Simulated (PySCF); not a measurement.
Dipole moment and polarisability of `CO[C@@H](F)CC#N`

C4H6FNO.
Cartesian coordinates in Å at the GFN2-xTB level; atoms count from 1:
```xyz
13
C4H6FNO angstrom
C     -1.9058    0.7600   -0.4901
O     -0.5571    0.4656   -0.8129
C      0.0001   -0.5493   -0.0912
F     -0.5679   -1.7651   -0.4591
C      1.5003   -0.6164   -0.3904
C      2.1945    0.4411    0.2981
N      2.7353    1.2747    0.8607
H     -2.0002    1.0168    0.5699
H     -2.1788    1.6146   -1.1033
H     -2.5579   -0.0866   -0.7203
H     -0.2010   -0.4645    0.9937
H      1.8909   -1.5841   -0.0657
H      1.6431   -0.5063   -1.4684
```

Level: PBE0/def2-SVPD (PySCF), static field, nuclei fixed, core orbitals frozen in the response. The polarisability tensor in these axes (au):

```
x   63.74  2.77  5.08
y    2.77 57.69  4.33
z    5.08  4.33 50.70
```

Problem. What are the eigenvalues, a third of the trace, and Δα (Δα² = ½Σ(αi − αj)² over the three pairs)?

Solution. Principal values 47.82, 57.03 and 67.28 au; mean 57.38 au = 8.50 Å³ = 9.46 × 10⁻⁴⁰ C²·m²/J; Δα = 16.86 au (29 % of the mean).

Problem. What is the dipole moment, and where does it point?

Solution. (-2.33, -1.47, -0.67) D, 2.84 D in size, pointing from the negative to the positive side. Measured along this direction, the outermost atoms are N7 at the negative end and H10 at the positive end.

Problem. Along which axes do the principal values lie, and how far do the nuclei extend along each?

Solution. Largest value along (0.84, 0.41, 0.36), where the nuclei span 5.57 Å; middle along (-0.49, 0.85, 0.19), 4.53 Å; least along (-0.23, -0.34, 0.91), 2.66 Å. The response follows the extents in order.

Problem. In TDDFT the mean static polarisability is Σ f/ω² over all singlet excitations (ω in hartree). How much of it do the 6 lowest give? Their energies (eV) and oscillator strengths: 7.88, 0.0001; 8.17, 0.0072; 8.28, 0.0057; 8.32, 0.0016; 8.57, 0.0210; 8.77, 0.0169.

Solution. They add up to 0.53 au, 0.9 % of the 57.38 au; the largest single term is 0.21 au, from the state at 8.57 eV. Terms in order: 0.00, 0.08, 0.06, 0.02, 0.21, 0.16 au. Higher excitations give the rest. The strengths listed sum to 0.052.

Problem. Give the eigenvalues of the traceless quadrupole moment Θ = ½Σq(3rr − r²1), origin at the centre of nuclear charge.

Solution. -19.87, 5.01, 14.86 D·Å. The values depend on the origin, since the dipole doesn't vanish. The electronic extent ⟨r²⟩ about the same centre is 858 bohr², a root-mean-square distance of 2.11 Å for the 54 electrons.

Problem. How large is μ²/3kT at 350 K beside α?

Solution. In Gaussian units μ²/3kT = 55.58 Å³ against 8.50 Å³, a ratio of 6.54; the Debye molar polarisation (4π/3)N_A(α + μ²/3kT) is 161.7 cm³/mol, leaving out the vibrational part.

Geometry: GFN2-xTB, one conformer, isolated molecule.

The run behind these numbers computed excited states as well. The run took 27 s (grids of density and orbitals included) on an Arm Neoverse V2 with one thread, shared host, and the process peaked at 0.78 GiB of memory.
